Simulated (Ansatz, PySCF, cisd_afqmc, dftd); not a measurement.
System: C$_{2}$H$_{3}$F$_{3}$, charge 0, singlet. C2H3F3 (SMILES FC(F)(F)C).
B3LYP-D3(BJ)/def2-TZVP minimum from Ansatz (a program for electronic structure):
```xyz
8

C      1.4528    -0.2629     0.0397
C     -0.0242     0.0044    -0.0007
F     -0.6487    -0.7640    -0.9188
F     -0.2935     1.2903    -0.3127
F     -0.6123    -0.2450     1.1891
H      1.6222    -1.3074     0.2939
H      1.9133     0.3760     0.7906
H      1.8835    -0.0493    -0.9367
```

Wanted: enthalpy of formation at 298 K (by atomisation, with rigid-rotor harmonic-oscillator terms from PySCF's Hessian at B3LYP-D3(BJ)/def2-TZVP and the atoms' measured values of the G2/97 table; no spin-orbit terms), in kcal/mol. Open shells are spin-unrestricted; no spin-orbit coupling. Correlated methods leave the cores frozen. Rows without X2C or -DK are non-relativistic. The Monte Carlo rows (phaseless AFQMC, CISD trial, step 0.005/hartree) carry one-sigma bars that omit the constraint's bias. Outlying blocks are dropped, and bars are widened where a walk drifts. Over all cases where full CI ran beside it in this data, AFQMC minus full CI had a median of +0.1 mEh and passed +0.4 mEh in a tenth of the cases. CBS(X,Y): correlation extrapolated as X^-3, Hartree-Fock from the larger set. A bracket is a step between two methods taken in the basis named. Functionals run without relativity, which enters their misses. '+ core + X2C': CCSD(T) terms for core correlation (cc-pwCVTZ) and scalar relativity (cc-pVTZ-DK). For partners of very few electrons the exact lower level stands in for a higher one.

Measured: -178.0 kcal/mol, -744.6 kJ/mol (CRC Handbook, as tabulated in the package chemicals); atomic spin-orbit terms, which the calculations lack, would raise the computed values.

```json
[
 {"level": "B3LYP-D3(BJ)/def2-TZVPD", "program": "Ansatz + dftd3", "enthalpy of formation at 298 K (kcal/mol)": "-175.8", "error against that value": "2.2"},
 {"level": "CAM-B3LYP-D3(BJ)/def2-TZVPD", "program": "Ansatz + dftd3", "enthalpy of formation at 298 K (kcal/mol)": "-184.5", "error against that value": "-6.5"},
 {"level": "CCSD/cc-pVTZ", "program": "Ansatz", "enthalpy of formation at 298 K (kcal/mol)": "-148.1", "error against that value": "29.9"},
 {"level": "CCSD(T)/cc-pVDZ", "program": "Ansatz", "enthalpy of formation at 298 K (kcal/mol)": "-119.8", "error against that value": "58.2"},
 {"level": "CCSDT(Q)/cc-pVDZ", "program": "Ansatz", "enthalpy of formation at 298 K (kcal/mol)": "-120.5", "error against that value": "57.5"},
 {"level": "AFQMC/CISD/cc-pVTZ", "program": "cisd_afqmc", "enthalpy of formation at 298 K (kcal/mol)": "-161.4 ± 0.3", "error against that value": "16.6"},
 {"level": "CCSD(T)/CBS(cc-pVTZ,cc-pVQZ) + [CCSDT(Q) - CCSD(T)]/cc-pVDZ + core + X2C", "program": "Ansatz", "enthalpy of formation at 298 K (kcal/mol)": "-182.5", "error against that value": "-4.5"}
]
```

The highest level lies far from the tabulated value, which was not checked at its source: another state or conformer, missing terms or a fault of the table are possible.
